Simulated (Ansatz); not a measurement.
A run for Ansatz (an electronic-structure program): R-wB97X-V/def2-TZVPPD on BH5O (a complex), monomers drawn apart or pushed together. Files ending in .json are basis or fitting sets from the Basis Set Exchange.

Ansatz 0.2 input:
```yaml
crystal:
  periodic: [false, false, false]
  atoms:
    - {symbol: B, position_ang: [0.21063250, 0.24930107, 0.78962312]}
    - {symbol: H, position_ang: [0.61722313, -0.76718016, 0.28698297]}
    - {symbol: H, position_ang: [-0.85291573, 0.63723910, 0.39399765]}
    - {symbol: H, position_ang: [1.03722783, 1.09088237, 1.00556400]}
    - {symbol: O, position_ang: [-0.49854200, -0.68335888, 3.67322871]}
    - {symbol: H, position_ang: [-1.15337157, -1.39254763, 3.62905545]}
    - {symbol: H, position_ang: [0.29088164, -1.04596662, 4.09634593]}
basis:
  gaussian:
    orbitals: def2-TZVPPD.json
hamiltonian:
  xc: {name: wB97X-V}
scf: {lower_state_search: off}
```

Question: What total energy does the run end on?

Answer: -103.0363 hartree.
